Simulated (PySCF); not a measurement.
## GeB from Hartree–Fock to correlated methods

State: ⁴Σ⁻ (quartet), unpaired electrons σ ↑, π ↑↑. Set-up: basis Ge aug-cc-pVDZ-PP with ECP10, B aug-cc-pVDZ; scalar-relativistic core potentials; PySCF 2.14. De refers to Ge + B in their high-spin ground configurations, without counterpoise correction. The functionals are run spin-unrestricted. A positive dipole means Ge(−)B(+). Levels whose curve was spin-contaminated or gave no clean fit are not listed.

| Level | Re (Å) | ωe (cm⁻¹) | De (eV) | μ (D) | CPU s a point (SCF and correlation, without the integrals) |
| --- | --- | --- | --- | --- | --- |
| UHF | 1.951 | 698 | 1.93 | -0.29 | 0.25 |
| UHF-MP2 | 2.000 | 664 | 2.84 | n/a | 0.4 |
| UHF-SCS-MP2 | 2.003 | 645 | 2.46 | n/a | n/a |
| LDA | 1.988 | 637 | 3.97 | -1.10 | 0.43 |
| PBE | 2.014 | 611 | 3.42 | -1.06 | 0.7 |
| BLYP | 2.031 | 584 | 3.06 | -1.12 | 0.51 |
| r²SCAN | 1.988 | 648 | 3.41 | -0.72 | 0.94 |
| TPSSh | 1.996 | 634 | 3.15 | -0.87 | 1.2 |
| PBE0 | 1.988 | 646 | 3.19 | -0.90 | 1.3 |
| HSE06 | 1.989 | 645 | 3.21 | -0.91 | 1.5 |

(1) What does a quarter of exact exchange do here, going from PBE to PBE0?

(2) What does second-order correlation do here, going from UHF to UHF-MP2?

Correlated steps freeze 5 core orbitals. Correlated levels converge slowly with the basis: in double zeta they bind strong bonds too weakly, by up to about 1 eV, and carry superposition errors of some tenths. Spin–orbit coupling is left out. The state is the lowest determinant that a PBE0 search found; another state may lie lower at other levels.

The whole job (state search and all levels along the bond) took about 2.6 min on 1 thread of Intel Xeon Platinum 8259CL @ 2.50GHz (shared host), peak memory 0.77 GiB.

Answers

(1) PBE0 less PBE: -2.6 pm in Re, +5.7 % in ωe, -0.23 eV in De. Exact exchange removes part of the self-interaction that spreads semilocal densities, and in most molecules shortens and stiffens the bond and lowers De; so it does here.

(2) UHF-MP2 less UHF: +4.9 pm in Re, -4.9 % in ωe, +0.91 eV in De. Correlation nearly always deepens the well. The bond lengthens, as in strong covalent bonds, where excitations into antibonding orbitals dominate.
